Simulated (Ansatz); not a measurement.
`[SH][Zn][Br]`, 4 atoms. Charge 0, multiplicity 1. Correlated methods include outer-core shells of Br, Zn, which these sets cover unevenly. Scalar relativity is left out up to krypton. All runs use 2 threads of a server CPU on a shared host. Correlated methods freeze the cores.

**Question.** Give the basis size and wall time and peak host memory of each of these runs in Ansatz. RKS PBE0-D4/def2-QZVPP energy; direct RPA on PBE orbitals/def2-TZVPP energy; RHF-CCSD(T)/def2-SVP energy; RKS ωB97M-V/def2-SVP energy; RKS ωB97M-V/def2-QZVPP energy; RKS HSE06-D4/def2-TZVPP energy; RKS PBE0-D4/def2-SVP energy; RKS PBE0-D4/def2-TZVP frequencies; RKS PBE0-D4/def2-TZVP relaxation (5 steps); RHF-CCSD(T)/def2-TZVPP energy; RKS ωB97M-V/def2-TZVPP energy and forces; RKS PBE-QIDH (frozen core)/def2-TZVPP energy. (Best estimate.)

**Answer.** The calculation gave: Other jobs shared the machine, so times are rough.

```
                                level                   job  functions  wall time  peak host memory (GiB)
                 RKS PBE0-D4/def2-SVP                energy         86      1.8 s                    0.18
              RKS HSE06-D4/def2-TZVPP                energy        168      4.4 s                    0.51
direct RPA on PBE orbitals/def2-TZVPP                energy        168      5.5 s                     0.3
                 RHF-CCSD(T)/def2-SVP                energy         86      5.5 s                    0.26
RKS PBE-QIDH (frozen core)/def2-TZVPP                energy        168      6.5 s                    0.39
                 RKS ωB97M-V/def2-SVP                energy         86        8 s                    0.26
               RKS PBE0-D4/def2-QZVPP                energy        289       10 s                    0.98
               RKS ωB97M-V/def2-TZVPP     energy and forces        168       14 s                     0.6
               RKS ωB97M-V/def2-QZVPP                energy        289       26 s                     1.1
                RKS PBE0-D4/def2-TZVP  relaxation (5 steps)        139       26 s                    0.33
                RKS PBE0-D4/def2-TZVP           frequencies        139       77 s                    0.33
               RHF-CCSD(T)/def2-TZVPP                energy        168    2.1 min                     1.5
```

HSE06 is defined as in plane-wave codes.
